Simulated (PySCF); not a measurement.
The numbers are results of M06-2X/def2-TZVP // B3LYP-D3(BJ)/def2-TZVP in PySCF, not measurements. Gas-phase values, no solvent. One relaxed conformer stands for a flexible species; it need not be the lowest. Excitations are Tamm–Dancoff values on a coarser integration grid. The basis has no diffuse functions, so Rydberg states are missing or too high.

Reference species (SMILES): `C=C[C@@H]([SiH3])C#N` (neutral, multiplicity 1).

| Item | Value |
|---|---|
| S1 oscillator strength | 0.081 |
| brightest of the four lowest singlets (TDA) | 7.28 eV |
| HOMO | -9.04 eV |

Changed species: `C([SiH3])/C=C/C#N`.

**Question.** What does the change do to the S1 oscillator strength, brightest of the four lowest singlets (TDA) and HOMO?

**Answer.** the S1 oscillator strength rises by 0.656, to 0.737; the brightest of the four lowest singlets (TDA) decreases by 1.01 eV, to 6.27 eV; the HOMO goes up by 0.22 eV, to -8.82 eV.
